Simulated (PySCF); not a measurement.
C9H12.
Atom-mapped SMILES: `[CH:1]#[C:2][C@:3]1([CH2:4][CH3:5])[CH2:6][CH2:7][C:8]1=[CH2:9]`

NICS = −σ at a ghost point: NICS(0) at the centroid of the ring atoms, NICS(1) 1 Å to either side along the normal of their mean plane, zz for the tensor component along that normal. Level: GIAO PBE0/pcSseg-1 (PySCF, non-relativistic, gas phase) on the GFN2-xTB geometry, one conformer.

Ring bond lengths (Å), with Mayer bond orders in brackets: C3–C6 1.553 (1.00), C6–C7 1.539 (1.07), C7–C8 1.503 (1.05), C8–C3 1.521 (0.96).

Question: What do the NICS probes read (ppm)?

Answer: 
| ring | type | NICS(0) | NICS(1), two faces | NICS(1)zz, two faces | rms pucker (Å) | centre to ring atoms, mean (Å) |
| --- | --- | --- | --- | --- | --- | --- |
| C3–C6–C7–C8 | 4-membered carbocycle; formal bonds all single | 2.6 | -0.9 / -0.1 | 2.6 / 3.6 | 0.00 | 1.08 |

Question: What do they say, and how far can they be read as aromaticity?

Answer: 
- C3–C6–C7–C8: mean NICS(1)zz 3.1 ppm, deshielded. C3, C6, C7 have four or more neighbours, so the value isn't read as a sign of a π ring current.

Question: At the second NICS(1) probe listed for ring C3–C6–C7–C8, 1 Å off the ring, how large is the induced field along the normal in 1 T applied along it?

Answer: NICSzz × B0 = 3.6 ppm × 1 T = 4 μT, along the applied field.

Conformer computed: `[CH:1]#[C:2][C@:3]1([CH2:4][CH3:5])[CH2:6][CH2:7][C:8]1=[CH2:9]`: C2–C3–C4–C5 -60°.
